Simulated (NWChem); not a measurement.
Molecule: C2H5BFNO; SMILES OB(/C=C/F)N

```xyz
11

N     -0.9836     2.1159    -0.0982
B     -0.0273     1.0857     0.0629
O      1.3075     1.4614     0.1055
C     -0.4963    -0.4117     0.1781
C      0.2984    -1.4475    -0.1371
F     -0.0868    -2.7339    -0.0711
H     -1.9773     1.9413    -0.2273
H     -0.7109     3.0938    -0.1932
H      1.8783     0.7255     0.3799
H     -1.5263    -0.6676     0.4847
H      1.3421    -1.3627    -0.4944
```
Atoms are numbered in this order, from 1.

Program: NWChem. Pople sets run with spherical d functions. Geometry: optimised at PBE-D3(BJ)/def2-SVP. Field at 589 nm.

For level B3LYP/def2-SVP:

* **isotropic polarisability (bohr³)**: 45.6
* **anisotropy (bohr³)**: 35.4

Question: Estimate the same quantities for level B3LYP/6-31G*.

Answer: 
| Quantity | Result |
|---|---|
| isotropic polarisability (bohr³) | 43.8 |
| anisotropy (bohr³) | 37.6 |
